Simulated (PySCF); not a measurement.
Compound: Si8Cl8 cubane, Si₈Cl₈.
Cartesian coordinates in Å at the PBE0-D3(BJ)/def2-SVP level; atoms count from 1:
```xyz
16
Si8Cl8 angstrom
Si    -1.6133    1.3011    0.0978
Cl    -3.1658    2.6531    0.1487
Si    -1.0777   -0.3459    1.7365
Cl    -2.0979   -0.7096    3.4882
Si    -0.6852   -1.9622    0.0159
Cl    -1.4123   -3.8887    0.0151
Si    -1.2388   -0.3122   -1.6371
Cl    -2.4818   -0.6518   -3.2446
Si     1.0498    0.3468   -1.7383
Cl     2.1728    0.6621   -3.4343
Si     0.6959    1.9439    0.0021
Cl     1.3542    3.8948   -0.0135
Si     1.2343    0.2998    1.6475
Cl     2.3848    0.5981    3.3280
Si     1.6090   -1.3061   -0.0843
Cl     3.2376   -2.5571   -0.2611
```

The closed-shell ground state was solved at several levels (PySCF, density fitting, gas phase, non-relativistic).

```
            level  basis functions  HOMO (eV)  LUMO (eV)  gap (eV)  dipole (D)
     KT2/pcSseg-1              384      -6.00      -5.06      0.94        0.02
wB97X-D/def2-SVPD              408      -8.36      -2.86      5.50        0.03
```

**Question.** What might PBE0/pcSseg-1 (384 basis functions) give for the same quantities?

**Answer.** HOMO -6.93 eV, LUMO -4.38 eV, gap 2.55 eV, dipole 0.03 D.

**Question.** Over all these levels, which gives the widest orbital gap and which the narrowest?

**Answer.** wB97X-D/def2-SVPD (range-separated hybrid) has the widest, 5.50 eV, and KT2/pcSseg-1 (GGA) the narrowest, 0.94 eV. Functional and basis both differ between the two, so the spread mixes both effects.

**Question.** How far do the dipole and the HOMO energy spread over the levels?

**Answer.** The dipole runs from 0.02 to 0.03 D (mean 0.03 D) and the HOMO from -8.36 to -6.00 eV.

One conformer stands for the species.
